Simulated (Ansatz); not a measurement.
## Ligand exchange: GeH3(NH2) + Cd(CH3)(SH) → GeH3(SH) + Cd(CH3)(NH2)

Gas-phase species: GeH3(NH2), singlet; Cd(CH3)(SH), singlet; GeH3(SH), singlet; Cd(CH3)(NH2), singlet. The partners trade NH2 for SH: Ge–NH2 and Cd–SH bonds give way to Ge–SH and Cd–NH2.

Shapes, held fixed at every level: PBE0-D4/def2-TZVP. Programs: Ansatz 0.2.0. Electronic energies: no zero-point or thermal term.

```json
{"level": "HF/def2-SVP", "kind": "Hartree–Fock", "ΔE (kJ/mol)": "+82.6", "less CCSD(T)/def2-TZVPP": "+26.8"}
{"level": "r2SCAN-D4/def2-TZVPP", "kind": "meta-GGA", "ΔE (kJ/mol)": "+55.6", "less CCSD(T)/def2-TZVPP": "-0.2"}
{"level": "B3LYP-D4/def2-TZVPP", "kind": "global hybrid", "ΔE (kJ/mol)": "+56.1", "less CCSD(T)/def2-TZVPP": "+0.3"}
{"level": "wB97M-V/def2-TZVPP", "kind": "range-separated hybrid", "ΔE (kJ/mol)": "+58.9", "less CCSD(T)/def2-TZVPP": "+3.1"}
{"level": "wB97X-V/def2-TZVPP", "kind": "range-separated hybrid", "ΔE (kJ/mol)": "+58.4", "less CCSD(T)/def2-TZVPP": "+2.6"}
{"level": "CCSD/def2-SVP", "kind": "coupled cluster or CI", "ΔE (kJ/mol)": "+64.0", "less CCSD(T)/def2-TZVPP": "+8.2"}
{"level": "CCSD/def2-TZVPP", "kind": "coupled cluster or CI", "ΔE (kJ/mol)": "+58.5", "less CCSD(T)/def2-TZVPP": "+2.7"}
{"level": "CCSD(T)/def2-TZVPP", "kind": "coupled cluster or CI", "ΔE (kJ/mol)": "+55.8", "less CCSD(T)/def2-TZVPP": "0.0"}
```

The highest level, CCSD(T)/def2-TZVPP, gives ΔE = +55.8 kJ/mol; the levels span +55.6 to +82.6. The column of differences is taken from that level and isn't an error. No measured value is set beside it here. For atoms past krypton def2 sets carry core potentials with scalar relativity. Relativity is left out for Ge. Outer-core shells of Cd, Ge are correlated, in sets that cover them unevenly.
